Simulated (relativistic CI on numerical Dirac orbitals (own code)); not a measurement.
# d5 in a ligand field

Computed with a parametric ligand-field model of a d^n configuration (Racah B and C, spin-orbit zeta, crystal field), exact diagonalisation.

Field parameters in Wybourne normalisation: Oh B⁴₀ = 21Dq, B⁴₄ = √(5/14) B⁴₀. The field is a parameter set, without covalency.

B = 760 cm⁻¹, C = 3930 cm⁻¹ (C/B = 5.17), Oh, no spin-orbit coupling. Tanabe-Sugano data, E/B above the lowest term (Δ = |10Dq|; b, c mark the second and third term of a kind):

```csv
Δ/B,6A1,4T1,4T2,4T2(b),2T2,2A2
1.0,0.00,35.74,35.84,42.82,52.22,52.28
5.0,0.00,33.57,35.34,42.06,48.74,50.53
9.0,0.00,30.26,34.02,40.93,42.48,47.52
13.0,0.00,26.63,31.77,40.11,35.40,44.04
17.0,0.00,22.85,28.82,39.64,28.03,40.34
21.0,0.00,19.02,25.48,39.38,20.51,36.55
25.0,0.00,15.14,21.92,39.23,12.89,32.69
29.0,0.00,11.23,18.23,39.13,5.21,28.80
33.0,2.53,9.83,16.99,41.60,0.00,27.41
37.0,10.30,13.67,20.94,49.32,0.00,31.25
41.0,18.10,17.52,24.89,57.10,0.00,35.11
45.0,25.93,21.39,28.83,64.90,0.00,38.98
```

The ground term changes from 6A1 to 2T2 between Δ/B = 29.0 and 33.0.
